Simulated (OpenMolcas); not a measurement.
F⁴⁺: effect of the IPEA shift

```
Program             : OpenMolcas 26.06
Basis               : ANO-RCC [8s7p4d3f2g]
Scalar Hamiltonian  : DKH2, point nucleus
Active space        : 3 electrons in 8 orbitals (2s 2p 3s 3p)
State averaging     : 2S+1 = 4 odd, 1 root; 2S+1 = 2 odd, 8 roots; 2S+1 = 4 even, 3 roots; 2S+1 = 2 even, 9 roots
Spin-orbit coupling : state interaction with AMFI integrals over the reference wave functions, term energies averaged over their components
```

Methods on the same reference wave functions:
A. CASSCF
B. SS-CASPT2, IPEA 0 Eh, imaginary shift 0.1 Eh (closed shells correlated: 1s)
C. SS-CASPT2, IPEA 0.25 Eh, imaginary shift 0.1 Eh (closed shells correlated: 1s)

Energies in cm⁻¹ above 2s² 2p ²P°_1/2, the measured ground level; measured values from Moore, Atomic Energy Levels, vol. I, NSRDS-NBS 35 (1971 reprint of NBS Circular 467, 1949).

| Level | A | B | C | Measured |
| --- | --- | --- | --- | --- |
| 2s² 2p ²P°_1/2 | 0.0 | 0.0 | 0.0 | 0.0 |
| 2s² 2p ²P°_3/2 | 731 | 731 | 731 | 746 |
| 2s 2p² ⁴P_1/2 | 80351 | 85050 | 84990 |  |
| 2s 2p² ⁴P_3/2 | 80599 | 85300 | 85240 |  |
| 2s 2p² ⁴P_5/2 | 81006 | 85710 | 85650 |  |
| 2s 2p² ²D_3/2 | 158517 | 152690 | 152790 | 152898 |
| 2s 2p² ²D_5/2 | 158521 | 152700 | 152800 | 152876 |
| 2s 2p² ²S_1/2 | 199515 | 197770 | 197720 | 197565 |
| 2s 2p² ²P_1/2 | 225542 | 215220 | 215470 | 214881 |
| 2s 2p² ²P_3/2 | 226038 | 215710 | 215960 | 215348 |
| 2p³ ⁴S°_3/2 | 274013 | 275910 | 275880 |  |

Deviations, from unrounded energies. A percentage is the sum of absolute deviations over the sum of measured energies, with the sign that they share, or ± where signs differ.

```
                  Against measurement  Levels     A     B     C
       mean absolute deviation (cm-1)       6  5800   220   260
fine structure of the ground term (%)       1  -2.0  -2.0  -2.0
             other configurations (%)       5  +3.7  ±0.1  ±0.2
```

B lies closest to measurement on these levels and A furthest from it. The largest miss of B in the table is 2s 2p² ²P_3/2, by +360 cm-1. The ranking rests on the paired levels alone, and a cruder setting can come out closer through cancelling errors.

Between B and C the level of the table that moves most is 2s 2p² ²P_3/2, by 250 cm-1 (lowest in B, highest in C). Moves below CASPT2's spread within the term are not significant.

The lowest spin-free term lies below A's lowest term by 0.074 hartree in B, 0.074 hartree in C.

Term energies are means over components that CASPT2 splits; among the terms shown or strongly mixed into the levels shown the widest spread is 14 cm-1 (2s 2p² ²P, C). Active for correlation alone: 3p 3s; no level in the range computed is led by a configuration that fills them, so any true level of that kind is missing. Computed and measured levels are paired by configuration, term and J; levels that our copy of the source lacks, or whose pairing is in doubt (as where it misses far off the trend of its configuration), stay unpaired and out of the deviations. Levels of configurations outside the active space are missing. Levels that lie high or do not pair safely by name in every column are left out.

° marks odd parity.
